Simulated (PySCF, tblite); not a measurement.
Isomers of C7H13ClOSi. Method: GFN2-xTB as coded in tblite; computed harmonic values from a numerical Hessian at the method's own geometry, unscaled. The method is semi-empirical: single wavenumbers can be off by several per cent or more. Modes of hydrogen on silicon can be 10 to 20 % off. One conformer each.

Electronic energies: PBE0/pcSseg-1 single points on the GFN2-xTB geometries (PySCF, gas phase).

```tsv
SMILES	electronic energy, lowest = 0 (kcal/mol)
CCO[C@]1(C)C=C(Cl)C[SiH2]1	24.5
CC#CC[Si@H](CCl)OCC	18.2
C[C@@]1(C(=O)Cl)CC[C@@H]([SiH3])C1	0.0
C/C(=C(\[SiH3])C(=O)Cl)C(C)C	17.0
CC(C)COC1=C([SiH2]Cl)C1	30.3
```

How do GFN2-xTB zero-point energies change the relative energies?

```json
{"SMILES": "C[C@@]1(C(=O)Cl)CC[C@@H]([SiH3])C1", "ZPE (kcal/mol)": "113.2", "of it from modes above 1550 cm⁻¹": "55.3", "electronic (kcal/mol)": "0.0", "with ZPE, lowest = 0 (kcal/mol)": "0.0", "lowest mode (cm⁻¹)": "29", "rings": "1"}
{"SMILES": "C/C(=C(\\[SiH3])C(=O)Cl)C(C)C", "ZPE (kcal/mol)": "110.8", "of it from modes above 1550 cm⁻¹": "58.0", "electronic (kcal/mol)": "17.0", "with ZPE, lowest = 0 (kcal/mol)": "14.7", "lowest mode (cm⁻¹)": "14", "rings": "0"}
{"SMILES": "CC#CC[Si@H](CCl)OCC", "ZPE (kcal/mol)": "112.5", "of it from modes above 1550 cm⁻¹": "58.0", "electronic (kcal/mol)": "18.2", "with ZPE, lowest = 0 (kcal/mol)": "17.4", "lowest mode (cm⁻¹)": "19i", "rings": "0"}
{"SMILES": "CCO[C@]1(C)C=C(Cl)C[SiH2]1", "ZPE (kcal/mol)": "112.8", "of it from modes above 1550 cm⁻¹": "56.1", "electronic (kcal/mol)": "24.5", "with ZPE, lowest = 0 (kcal/mol)": "24.1", "lowest mode (cm⁻¹)": "43", "rings": "1"}
{"SMILES": "CC(C)COC1=C([SiH2]Cl)C1", "ZPE (kcal/mol)": "113.3", "of it from modes above 1550 cm⁻¹": "56.4", "electronic (kcal/mol)": "30.3", "with ZPE, lowest = 0 (kcal/mol)": "30.4", "lowest mode (cm⁻¹)": "16", "rings": "1"}
```

The zero-point energies span 2.5 kcal/mol, from `C/C(=C(\[SiH3])C(=O)Cl)C(C)C` to `CC(C)COC1=C([SiH2]Cl)C1`. Slightly imaginary modes are left out of the zero-point energy: `CC#CC[Si@H](CCl)OCC` 18.6i, 15.0i cm⁻¹. The order is unchanged.

And how do the electronic energies of GFN2-xTB itself compare?

`C[C@@]1(C(=O)Cl)CC[C@@H]([SiH3])C1` 0.0; `C/C(=C(\[SiH3])C(=O)Cl)C(C)C` 17.9; `CC#CC[Si@H](CCl)OCC` 27.0; `CCO[C@]1(C)C=C(Cl)C[SiH2]1` 27.9; `CC(C)COC1=C([SiH2]Cl)C1` 28.8 kcal/mol, lowest = 0. Against the energies above, taken from the same isomer `C[C@@]1(C(=O)Cl)CC[C@@H]([SiH3])C1`, the largest difference is 8.8 kcal/mol.
